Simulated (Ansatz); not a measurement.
`C#CBBC` + CH₃OH → `CBBOC` + `C#C` at 700 K and 1 bar (ligand exchange at a B–C bond).

Calculated with Ansatz (gas phase, PBE0-D4/def2-TZVP geometries, no zero-point term in ΔE). CCSD(T)/CBS is the MP2 limit (def2-TZVPP, def2-QZVPP) plus CCSD(T) − MP2 in def2-TZVPP, frozen cores. This one scheme is used for every species. Each species was taken in one conformer, which may not be the lowest.

| species | CCSD(T)/CBS energy (Eh) | H − E (kJ/mol) | S (J/(mol·K)) |
| --- | --- | --- | --- |
| `C#CBBC` | -167.26726 | 287.5 | 461.9 |
| CH₃OH | -115.61712 | 170.8 | 288.5 |
| `CBBOC` | -205.68526 | 357.1 | 484.5 |
| `C#C` | -77.22717 | 102.1 | 244.4 |

H − E and S are ideal-gas, rigid-rotor, harmonic terms from PBE0-D4/def2-TZVP, for one conformer and one mirror image of each species. 1 Eh = 2625.50 kJ/mol, R = 8.31446 J/(mol·K).

**Question.** By hand: ΔE, ΔH, ΔS and ΔG.

**Answer.** ΔE = (-205.68526) + (-77.22717) − (-167.26726) − (-115.61712) = -0.02805 Eh = -73.6 kJ/mol. Δ(H − E) = 357.1 + 102.1 − 287.5 − 170.8 = 0.9, so ΔH = -72.7 kJ/mol. ΔS = 484.5 + 244.4 − 461.9 − 288.5 = -21.5 J/(mol·K). ΔG = -72.7 − 700 × (-21.5)/1000 = -57.7 kJ/mol.

**Question.** By hand: the equilibrium constant, and the temperature at which ΔG would vanish if ΔH and ΔS stayed fixed.

**Answer.** log₁₀ K = −ΔG/(RT ln 10) = 4.3. ΔG = 0 at ΔH/ΔS = 3381 K, far beyond where these terms or the molecules hold.

ΔH outweighs TΔS. A doubt of 5 kJ/mol in ΔE shifts log₁₀ K by 0.4 here. Other conformers and mirror images would add mixing entropy, several J/(mol·K) or more a flexible species. These are equilibria of isolated gas molecules and say nothing of rates. Largest T1 diagnostic: 0.014 (customary marks: 0.02 for closed shells, 0.045 for open ones).
